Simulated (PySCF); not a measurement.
## Electron correlation in Be²⁺ (beryllium, charge +2)

1s2, closed-shell 1S. Computed with PySCF 2.14 in dyall-acv3z (15s9p4d2f, 76 functions), with scalar relativity by spin-free X2C-1e. Frozen: nothing; 2 electrons correlated; the 5 highest virtual orbitals of each spin left out.

With two correlated electrons CCSD is exact within the correlated space (frozen core and kept virtual orbitals).

```
level  correlation energy (mhartree)
 CCSD                         -41.83
```

Diagnostics: T1 = 0.00021, D1 = 0.0003, largest double amplitude 0.009.

Cost of the coupled-cluster step: roughly 1.4 core-seconds, for 2 correlated electrons.

Iterations:

```
CC2 = 0
CCSD nocc = 1, nmo = 71
frozen orbitals [71, 72, 73, 74, 75]
max_cycle = 100
direct = 0
conv_tol = 1e-08
conv_tol_normt = 1e-06
diis_space = 8
diis_start_cycle = 0
Init t2, MP2 energy = -13.6523120853698  E_corr(MP2) -0.0386511671335461
Init E_corr(CCSD) = -0.038651167133547
cycle = 1  E_corr(CCSD) = -0.0414874291722555  dE = -0.00283626204  norm(t1,t2) = 0.00296504
cycle = 2  E_corr(CCSD) = -0.0417927423326686  dE = -0.00030531316  norm(t1,t2) = 0.000375237
cycle = 3  E_corr(CCSD) = -0.0418350379755317  dE = -4.22956429e-05  norm(t1,t2) = 5.66907e-05
cycle = 4  E_corr(CCSD) = -0.0418343871094303  dE = 6.50866101e-07  norm(t1,t2) = 3.29139e-06
cycle = 5  E_corr(CCSD) = -0.0418343725402834  dE = 1.45691469e-08  norm(t1,t2) = 1.08896e-07
cycle = 6  E_corr(CCSD) = -0.0418343730841383  dE = -5.43854829e-10  norm(t1,t2) = 1.26018e-08
CCSD converged
E(CCSD) = -13.65549529132036  E_corr = -0.04183437308413827
```
